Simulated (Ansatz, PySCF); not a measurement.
Mg, singlet. Base run: CAMB3LYP/cc-pVDZ (PySCF).

The PySCF input:
```python
from pyscf import gto, scf, dft

mol = gto.M(
    atom='''
Mg    0.00000000    0.00000000    0.00000000
''',
    basis='cc-pvdz',
    verbose=3,
)

mf = dft.RKS(mol)
mf.xc = 'camb3lyp'
mf.kernel()
```

The same geometry, method and basis name were run in Ansatz (a first-principles code) and PySCF, at each program's defaults and at the settings that a row names. The base is PySCF at its defaults. Differences at the defaults can come from grids, fitting, cores and function types together.

```tsv
code and settings	ΔE vs base (mEh)	basis functions	E (Eh)	SCF cycles
PySCF, defaults (exact integrals, its default grid, spherical functions)	0.000	18	-200.06795	5
Ansatz, defaults (factorised integrals, its default grid, spherical functions)	0.000	18	-200.06795	-
PySCF, density fitting with def2-universal-jkfit	-0.009	18	-200.06796	5
PySCF, fine grid	0.000	18	-200.06795	5
Ansatz, high accuracy	0.000	18	-200.06795	-
```
